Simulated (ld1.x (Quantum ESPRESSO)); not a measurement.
# Ti (Z = 22), PAW: configuration errors across variants

ld1.x (Quantum ESPRESSO) 7.5 input, shortened:

```
&input
   title='Ti', zed=22., rel=1, dft='PBE', iswitch=3,
   config='[Ar] 3d2 4s1 4p0 4f-2'
 /
 &inputp
   pseudotype=3, lpaw=.true., tm=.true., lloc=-1, rcloc=1.65,
   nlcc=.true.,
   which_augfun='PSQ', rmatch_augfun_nc=.true.
 /
7
3S  1  0   2.00   0.00  1.70  1.85  0.0
4S  2  0   1.00   0.00  1.70  1.85  0.0
3P  2  1   6.00   0.00  1.70  1.85  0.0
4P  3  1   0.00   0.00  1.70  1.85  0.0
3D  3  2   2.00   0.00  1.00  1.35  0.0
3D  3  2   0.00  -0.25  1.00  1.35  0.0
4F  4  3  -2.00   0.40  1.55  1.65  0.0
 &test
   configts(1)='3s2 3p6 3d2 4s1 4p0'
 /
```

All-electron excitation energies from the reference (eV): (1) 3s2 3p6 3d2 4s2 4p0 -7.347; (2) 3s2 3p6 3d2 4s0 4p0 13.572; (3) 3s2 3p6 3d1 4s0 4p0 40.521; (4) 3s2 3p6 3d2 4s0 4p1 3.776; (5) 3s2 3p5 3d2 4s2 4p0 38.210; (6) 3s2 3p6 3d2 4s1 4p1 -4.271; (7) 3s2 3p6 3d2 4s0 4p2 -1.059.

The overlap operator is not positive definite (basis up to 400 Ry) in “wave 4f channel at 0.4 Ry: rcut 1.55, rcutus 1.65 bohr becomes 4f channel at 0.4 Ry: rc 1.65 bohr; local potential the f channel”. Such files are unfit for use, however small their errors in these radial tests.

3 further variants failed, have other tests or another functional or relativity, and are left out.

Errors AE − PS in meV (a dash: test not solved or not reliable):

| change | (1) | (2) | (3) | (4) | (5) | (6) | (7) | bound ghosts |
| --- | --- | --- | --- | --- | --- | --- | --- | --- |
| base | +0.6 | -0.5 | -2.2 | +2.0 | -19 | +0.5 | +2.4 | none |
| waves 3p (bound): rcut 1.70, rcutus 1.86 bohr; 4p (bound): rcut 1.70, rcutus 1.86 bohr | +0.6 | -0.5 | -2.2 | +2.0 | -19 | +0.5 | +2.4 | none |
| wave 4f channel at 0.4 Ry: rcut 1.55, rcutus 1.65 bohr becomes 4f channel at 0.4 Ry: rc 1.65 bohr; local potential the f channel | +1.2 | +0.1 | +21 | +1.9 | +31 | +0.5 | +2.5 | not determined (overlap not positive) |

**Question.** Give the same row for: local potential all-electron potential smoothed inside 0.70 bohr (lloc = -1).

**Answer.** +5.7, +1.2, +87, +5.6, +237, +1.3, +5.9; bound ghosts: not determined (overlap not positive). Its overlap operator is not positive definite in a basis up to 400 Ry (lowest eigenvalue s -0.19, p -0.98, f -20.48), so the file is unfit for use: the generalised eigenproblem breaks down once the basis is large enough, and its test numbers describe a broken file.
